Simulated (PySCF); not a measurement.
A GIAO shielding run with PySCF 2.14.0 with density-fitted response routines (density fitting, non-relativistic, gas phase) on `InChI=1S/CH10F3PSi4/c2-1(3,4)7-9(6)8-5/h9H,5,7-8H2,6H3/t9-/m0/s1`:

```
$ OMP_NUM_THREADS=1 python probes_run.py task.json out

{"job": {"kind": "nmr", "xc": "PBE0", "basis": "pcSseg-1"}, "charge": 0, "multiplicity": 1}
F     -2.432850     0.435891     1.304272
C     -1.877469     1.407757     0.541815
F     -0.736841     1.759575     1.188195
F     -2.695489     2.468819     0.630675
Si    -1.527077     0.801405    -1.276463
Si     0.101652    -0.847440    -0.984922
Si    -0.382415    -2.297358     0.801038
Si     2.261402     0.098931    -0.904634
P      2.894237     0.981168     1.050714
H     -2.889956     0.474096    -1.706702
H     -1.192822     2.071081    -1.930801
H      0.032071    -1.594510    -2.263716
H     -1.803428    -2.630388     0.874779
H      0.016149    -1.681844     2.067187
H      0.368075    -3.549196     0.668744
H      3.281332    -0.918327    -1.197330
H      2.458317     1.176945    -1.884877
H      2.293561     0.015386     1.838121
H      1.821750     1.837260     1.176445
```

Hardware: 1 thread of an AMD EPYC, shared host. The job also computes population analyses, field gradients.

Question: How large is the calculation?

Answer: 114 electrons, 238 basis functions and 1359 auxiliary functions.

Question: How long does it take, and how much memory does it need?

Answer: 120 s of wall time, with 13 SCF cycles and 4 response iterations; peak memory 1.1 GiB. Times on a shared host scatter by some tens of per cent.
